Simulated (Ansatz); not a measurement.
Correcting a cheap level on molecular compounds of W

The vertical ionisation energy (cation less neutral) in eV of 6 molecular compounds of W: x at MP2/def2-TZVPP, y at CCSD(T)/def2-TZVPP. Shapes, held fixed at every level: PBE0-D4/def2-TZVP. Flexible molecules stand in one conformer, not always the lowest. Programs: Ansatz 0.2.0.

| molecule | x (eV) | y (eV) |
| --- | --- | --- |
| CH4ClFO2SW (SMILES C[O][W]([OH])([F])(=[S])[Cl]) | 10.40 | 10.03 |
| W(OH)4ClF | 10.89 | 10.73 |
| W(OH)3Cl2F | 10.97 | 10.79 |
| W(OH)2Cl4 | 11.04 | 10.69 |
| W(OH)3ClF2 | 11.20 | ? |
| W(OH)5F | 11.65 | 11.34 |

**Question.** Fit y = c + s·x to the known rows and predict y for W(OH)3ClF2.

**Answer.** 
1. Means of the 5 rows: x = 10.9900, y = 10.716.
2. Σ(Δx)² = 0.7966, Σ(Δx·Δy) = 0.8124, so the slope is 0.8124/0.7966 = 1.0198.
3. Intercept: 10.716 − (1.0198) × 10.9900 = -0.492. The largest residual of the fit is 0.12.
4. W(OH)3ClF2: -0.492 + 1.0198 × 11.20 = 10.93 eV.

CCSD(T)/def2-TZVPP gives 11.08 eV, so the prediction is off by -0.15 eV, more than the largest residual. Uncorrected, MP2/def2-TZVPP misses W(OH)3ClF2 by +0.12 eV, and the other rows by 0.27 on average. The line makes this one worse. Left out in turn, the other rows are missed by 0.16 eV on average. Cations run unrestricted. For atoms past krypton def2 sets carry core potentials with scalar relativity. Outer-core shells of W are correlated, in sets that cover them unevenly.
